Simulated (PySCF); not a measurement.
Atoms are numbered as in `[CH3:1][Si:2]([CH3:3])([CH3:4])[O:5][SiH3:6]` (H(Xn): hydrogen on atom n).

All values are calculated (PySCF): GFN2-xTB structure, shieldings: GIAO PBE0/pcSseg-1. No relativistic terms, in vacuum, one conformer, equivalent nuclei averaged.

δ = σ(ref) − σ, references computed at the same level: $^{13}$C and $^{1}$H and $^{29}$Si against TMS; $^{17}$O against H2O.

```csv
atoms,nucleus,count,δ (ppm)
Si6,$^{29}$Si,1,?
Si2,$^{29}$Si,1,8.8
O5,$^{17}$O,1,29.9
C1/C3/C4,$^{13}$C,3,2.3
H(C1)/H(C3)/H(C4),$^{1}$H,9,?
H(Si6),$^{1}$H,3,5.15
```

Fill in the missing shifts.

Answers


- H(C1)/H(C3)/H(C4): 0.09 ppm, hydrogen on a methyl carbon bonded to Si; an electropositive neighbour shields it, as in TMS itself
- Si6: -47.5 ppm, silicon bonded to O, 3 H

Shifts are as computed. Against solution values, carbons near 30 ppm lie about +3 ppm off and those near 130 ppm about +5 ppm. Of 1211 compounds with measured shifts, 218 miss one by over three times the rms of a fit or turn the order of signals round; such compounds aren't used in these exercises. Experimental scales use liquid or dissolved standards, which lie at an offset from isolated H2O (liquid H2O: subtract about 36 ppm).
